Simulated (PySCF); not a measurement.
# C$_{6}$H$_{8}$O$_{4}$: full NMR table

```
Formula                               : C6H8O4
SMILES                                : O=C1CCC[C@H](C(=O)O)O1
InChI                                 : InChI=1S/C6H8O4/c7-5-3-1-2-4(10-5)6(8)9/h4H,1-3H2,(H,8,9)/t4-/m1/s1
Point group of the computed structure : C1
Degrees of unsaturation               : 3
Carbon signals                        : 6
Proton signals                        : 8
```

Atoms are numbered as in `[O:1]=[C:2]1[CH2:3][CH2:4][CH2:5][C@H:6]([C:7](=[O:8])[OH:9])[O:10]1`; H(Xn) means a hydrogen on atom n. Ha(C3), Ha(C4), Ha(C5) are cis to C7 on the ring; Hb(C3), Hb(C4), Hb(C5) are trans to C7 on the ring.

- shieldings: GIAO PBE0/pcSseg-1
- GFN2-xTB geometry
- program: PySCF 2.14.0 with density-fitted response routines
- isolated molecule, one computed conformer, non-relativistic Hamiltonian

Chemical shifts δ = σref − σ; ¹H (σ = 31.72 ppm), ¹³C (σ = 186.93 ppm) vs TMS; ¹⁷O (σ = 336.08 ppm) vs H2O, all at this level.

| carbon | δC, type | δH (multiplicity) | HMBC from (2–3 bonds) | span of the C tensor (ppm) |
| --- | --- | --- | --- | --- |
| C2 | 174.5, C | – | H(C6), Ha(C3), Hb(C3), Ha(C4), Hb(C4) | 172 |
| C3 | 32.8, CH2 | Hb(C3) 2.35 (m); Ha(C3) 2.56 (m) | Hb(C5), Ha(C5), Ha(C4), Hb(C4) | 33 |
| C4 | 21.4, CH2 | Hb(C4) 1.82 (m); Ha(C4) 1.96 (m) | H(C6), Ha(C3), Hb(C5), Hb(C3), Ha(C5) | 22 |
| C5 | 27.3, CH2 | Ha(C5) 2.04 (m); Hb(C5) 2.42 (m) | H(C6), Ha(C3), Hb(C3), Ha(C4), Hb(C4) | 29 |
| C6 | 74.7, CH | 5.04 (m) | Hb(C5), Ha(C5), Ha(C4), Hb(C4) | 58 |
| C7 | 179.4, C | – | H(C6), Hb(C5), Ha(C5) | 175 |

Other nuclei:
```tsv
atoms	nucleus	environment	δ (ppm)	σ (ppm)
H(O9)	¹H	hydrogen on an acid hydroxyl oxygen	6.34	25.38
O1	¹⁷O	ester carbonyl oxygen	467.4	-131.3
O8	¹⁷O	carbonyl oxygen	438.9	-102.9
O10	¹⁷O	ester alkoxy oxygen	207.7	128.4
O9	¹⁷O	acid hydroxyl oxygen	201.3	134.8
```

- Carbon types of the structure: 2 × C, 1 × CH, 3 × CH2, leaving 1 H on heteroatoms.
- δC 179.4: carboxylic acid carbon; lone-pair donation from the attached heteroatom keeps it upfield of a ketone carbonyl.
- δC 174.5: ester carbonyl carbon; lone-pair donation from the attached heteroatom keeps it upfield of a ketone carbonyl.
- δC 74.7: sp3 CH bonded to O, α to a carbonyl; the inductive effect lowers its shielding.
- δC 27.3, 21.4: sp3 CH2 in a ring; aliphatic region, no heteroatom directly attached.
- δH 6.34: hydrogen on an acid hydroxyl oxygen; labile proton, position sensitive to the medium.

OH/NH shifts are gas-phase values; hydrogen bonding in solution moves them, usually downfield. Shifts are as computed. Against solution values, carbons near 30 ppm lie about +3 ppm off and those near 130 ppm about +5 ppm. Of 1211 compounds with measured shifts, 218 miss one by over three times the rms of a fit or turn the order of signals round; such compounds aren't used in these exercises. In solution the two oxygens of a carboxylic acid exchange roles by proton transfer and give one 17O line. Hydrogen bonding in solution shields acid and N–H amide carbonyl oxygens by tens of ppm. Hydrogen bonding in solution deshields acid and N–H amide carbonyl carbons by as much as 10 ppm beyond these values. Unscaled 17O shifts of doubly bonded oxygen tend to come out too high, by tens of ppm or more. Experimental scales use liquid or dissolved standards, which lie at an offset from isolated H2O (liquid H2O: subtract about 36 ppm). No couplings were computed; multiplicities are counted from neighbouring protons, with m where these are inequivalent, close in shift, in a saturated or five-membered ring or joined by F or P, and br s for small geminal =CH2 splittings.
